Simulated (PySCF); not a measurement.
1-chloro-1-fluorobuta-1,2-diene (C₄H₄ClF), SMILES CC=C=C(F)Cl.

Geometry optimised at B3LYP-D3(BJ)/def2-SVP.

Two levels are set side by side: TDA-PBE/def2-SVPD (PySCF) and TDA-PBE0/def2-SVPD (PySCF). Vertical, same geometry. The lowest singlet is HOMO→LUMO 100 % with PBE and HOMO→LUMO 99 % with the other functional; states are paired by order. Differences are taken from unrounded values.

```csv
quantity,TDA-PBE
lowest singlet excitation (eV),4.26
lowest triplet excitation (TDA) (eV),3.87
first bright state (f over 0.05) (eV),6.26
its oscillator strength,0.09
```

**Question.** These are the TDA-PBE values. What does TDA-PBE0 give? (The exact figures need the calculation; the answer reports its results.)

**Answer.** 
```tsv
quantity	TDA-PBE0	TDA-PBE minus TDA-PBE0
lowest singlet excitation (eV)	4.57	-0.31
lowest triplet excitation (TDA) (eV)	4.08	-0.21
first bright state (f over 0.05) (eV)	6.99	-0.73
its oscillator strength	0.17	-0.09
```

A lower first singlet is the usual sign of a functional without exact exchange. Differences between two approximate levels are no errors against the true value.

Rough cost on one machine, each run with all the roots and properties that it gave: TDA-PBE0 against TDA-PBE about 2 times.
